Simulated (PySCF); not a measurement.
H9N3Si3.
Atom-mapped SMILES: `[SiH3:1][NH:2][SiH:3]1[NH:4][SiH2:5][NH:6]1` (hydrogens: H7, H8, H9 on Si1; H10 on N2; H11 on Si3; H12 on N4; H13, H14 on Si5; H15 on N6)

Theory: PySCF 2.14.0, PBE0-D3(BJ)/def2-SVP geometry optimisation, gas phase.

List the bond lengths, angles and torsions at this level.

```json
{"bond": "Si1–N2", "length (pm)": "174.5"}
{"bond": "N2–Si3", "length (pm)": "172.8"}
{"bond": "Si3–N4, Si3–N6", "length (pm)": "174.6"}
{"bond": "N4–Si5, Si5–N6", "length (pm)": "174.5"}
{"bond": "Si1–H7, Si1–H8, Si1–H9", "length (pm)": "149.5"}
{"bond": "N2–H10", "length (pm)": "101.5"}
{"bond": "Si3–H11", "length (pm)": "149.2"}
{"bond": "N4–H12, N6–H15", "length (pm)": "100.9"}
{"bond": "Si5–H13", "length (pm)": "149.8"}
{"bond": "Si5–H14", "length (pm)": "149.7"}
```

Bonds in one row agree within 1 pm and their mean is given. A selection of angles:
```json
{"angle": "N2–Si1–H7", "degrees": "108.8"}
{"angle": "N2–Si1–H8", "degrees": "113.5"}
{"angle": "H7–Si1–H8", "degrees": "107.5"}
{"angle": "H7–Si1–H9", "degrees": "109.6"}
{"angle": "Si1–N2–Si3", "degrees": "124.4"}
{"angle": "Si1–N2–H10", "degrees": "117.6"}
{"angle": "Si3–N2–H10", "degrees": "117.8"}
{"angle": "N2–Si3–N4", "degrees": "118.2"}
{"angle": "N2–Si3–N6", "degrees": "113.3"}
{"angle": "N2–Si3–H11", "degrees": "105.3"}
{"angle": "N4–Si3–N6", "degrees": "86.1"}
{"angle": "N4–Si3–H11", "degrees": "115.3"}
{"angle": "N6–Si3–H11", "degrees": "118.5"}
{"angle": "Si3–N4–Si5", "degrees": "93.9"}
{"angle": "Si3–N4–H12", "degrees": "132.6"}
{"angle": "Si5–N4–H12", "degrees": "133.2"}
{"angle": "N4–Si5–N6", "degrees": "86.1"}
{"angle": "N4–Si5–H13", "degrees": "116.1"}
{"angle": "N4–Si5–H14", "degrees": "115.7"}
{"angle": "H13–Si5–H14", "degrees": "107.0"}
```

Torsions: Si1–N2–Si3–N4 -63° (synclinal); N2–Si3–N4–Si5 115° (anticlinal); Si3–N4–Si5–N6 -1° (synperiplanar); N4–Si5–N6–Si3 1° (synperiplanar); N2–Si3–N6–Si5 -120° (anticlinal). The mirror-image conformer, all signs reversed, is as good.

Of the pairs four or more bonds apart, Si1···Si5 is among the closest relative to their van der Waals radii: 4.31 Å, 103 % of the sum of Bondi's values. Si3 (SiH silicon) has angles from 86.1° to 118.5°. Si1 (SiH3 silicon) is distorted tetrahedral (angles from 107.5° to 113.5°). Si5 (SiH2 silicon) has angles from 86.1° to 116.1°. The 4-membered ring Si3–N4–Si5–N6 has internal angles of 86.1° to 93.9°; it is planar, 0.01 Å rms from its mean plane, widest ring torsion 1°. N4 (nitrogen bridging silicon atoms) is planar (angles 133.2°, 132.6° and 93.9°, sum 359.7°, 0.04 Å off the plane of its three neighbours). N2 (nitrogen bridging silicon atoms) is planar (angles 124.4°, 117.8° and 117.6°, sum 359.8°, 0.04 Å off the plane of its three neighbours).

Point group: C1 (no symmetry element, even within 0.4 Å). No PBE0-D3(BJ)/def2-SVP frequencies stand behind this structure, so it isn't proved a minimum. The numbers are those of one conformer.
